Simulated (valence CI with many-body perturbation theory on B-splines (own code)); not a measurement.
Results of a calculation; reference values are marked as such.
## W⁶⁹⁺: what each term of the Hamiltonian does

Method: relativistic CI+MBPT: three valence electrons over a frozen Dirac-Fock core [He], a basis of 11 s, 11 p, 9 d, 7 f, 5 g, 2 h, 1 i functions for each j, with the one-electron correlation potential Σ1, the two-electron term Σ2, the three-electron term Σ3, Breit, model QED; selected CI, second order for the rest (own B-spline code, finite nucleus).

No measured spectrum was set against this ion. As an estimate, large intervals hold to a few tenths of a per cent, small ones and those within an open d or f shell to about a per cent.

Each rung adds one term. CI alone is the Dirac-Coulomb CI over the frozen core; QED comes last and gives the full result, which names the levels. Energies are above (2s^2 2p1/2) J=1/2 on the same rung, in eV.

Levels are named by their leading jj configuration (3d3/2^4 stands for four electrons in 3d with j = 3/2), which in mixed levels can hold well under half, so a name can repeat and another be missing. Letters in brackets count levels of one name in rising energy.

```tsv
Level	CI alone	+ Σ1	+ Σ2	+ Σ3	+ Breit	Full
(2s 2p1/2^2) J=1/2	270	270	270	270	290	271
(2s^2 2p3/2) J=3/2	1481	1482	1482	1482	1461	1463
(2s 2p1/2 2p3/2) J=3/2 [a]	1672	1672	1672	1672	1671	1654
(2s 2p1/2 2p3/2) J=5/2	1724	1724	1724	1724	1711	1695
(2s 2p1/2 2p3/2) J=1/2	1786	1786	1785	1785	1784	1768
(2s 2p1/2 2p3/2) J=3/2 [b]	1794	1794	1793	1793	1786	1770
(2p1/2^2 2p3/2) J=3/2	2072	2071	2071	2071	2086	2051
(2s 2p3/2^2) J=5/2	3177	3177	3177	3177	3149	3135
(2s 2p3/2^2) J=1/2	3276	3276	3276	3276	3259	3244
(2s 2p3/2^2) J=3/2	3284	3284	3284	3284	3260	3245
(2p1/2 2p3/2^2) J=3/2	3504	3503	3503	3503	3497	3464
(2p1/2 2p3/2^2) J=5/2	3537	3536	3536	3536	3520	3487
(2p1/2 2p3/2^2) J=1/2	3581	3581	3580	3580	3578	3545
(2p3/2^3) J=3/2	5028	5028	5027	5027	5002	4970
(2s^2 3s) J=1/2	10653	10654	10653	10653	10625	10630
(2s^2 3p1/2) J=1/2	10743	10744	10744	10744	10720	10719
(2s 2p1/2 3s) J=1/2 [a]	10836	10836	10836	10836	10824	10811
(2s 2p1/2 3s) J=3/2	10869	10869	10869	10869	10853	10839
(2s 2p1/2 3s) J=1/2 [b]	10898	10898	10898	10898	10884	10870
```

Question: How does the ionisation energy move along the ladder, and which term matters most?

Answer: CI alone 18856, + Σ1 18857, + Σ2 18857, + Σ3 18857, + Breit 18824, + QED 18823 eV. The largest step is Breit, -33 eV. NIST lists 18872 ± 3 eV (semi-empirical).
